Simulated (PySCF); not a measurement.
C₃H₇NSi, SMILES [SiH3]C1=NCC1. Atoms are numbered in the order given.

```xyz
12

Si    -0.0030     1.8339     0.0000
C      0.0150    -0.0540     0.0000
N      1.0644    -0.8096     0.0000
C      0.2286    -2.0258     0.0000
C     -1.0370    -1.1390     0.0000
H     -0.7337     2.3225    -1.2096
H      1.3956     2.3461     0.0000
H     -0.7337     2.3225     1.2096
H      0.3875    -2.6511     0.8936
H      0.3875    -2.6511    -0.8936
H     -1.6758    -1.1921     0.8959
H     -1.6758    -1.1921    -0.8959
```
Charge 0, spin multiplicity 1.

Geometry: PBE0-D3(BJ)/def2-SVP. The structure was generated by enumeration, and PubChem lists no compound with its InChIKey, so it may never have been made.

Two levels are set side by side: PBE/pcSseg-1 (PySCF) and HF/pcSseg-1 (PySCF). GIAO shifts against NH3 (¹⁵N), TMS (²⁹Si), TMS (¹H), TMS (¹³C) at the same level; non-relativistic, no solvent, atoms listed together averaged. Differences are taken from unrounded values.

```tsv
quantity	HF
δ(²⁹Si) of Si1 (ppm)	-71.8
δ(¹³C) of C2 (ppm)	217.3
δ(¹⁵N) of N3 (ppm)	512.0
δ(¹³C) of C4 (ppm)	60.4
δ(¹³C) of C5 (ppm)	37.3
δ(¹H) of H9, H10 (ppm)	4.50
δ(¹H) of H11, H12 (ppm)	3.03
```

Problem. What does PBE give, and how far is it from HF? (An estimate is asked for; the answer gives what the named calculation found.)

Solution. 
| quantity | PBE | PBE minus HF |
|---|---|---|
| δ(²⁹Si) of Si1 (ppm) | -85.3 | -13.5 |
| δ(¹³C) of C2 (ppm) | 207.2 | -10.1 |
| δ(¹⁵N) of N3 (ppm) | 492.4 | -19.6 |
| δ(¹³C) of C4 (ppm) | 67.5 | 7.1 |
| δ(¹³C) of C5 (ppm) | 45.5 | 8.2 |
| δ(¹H) of H9, H10 (ppm) | 4.67 | 0.17 |
| δ(¹H) of H11, H12 (ppm) | 3.51 | 0.48 |

Rough cost on one machine, each run with all the roots and properties that it gave: HF against PBE within a factor of 2.
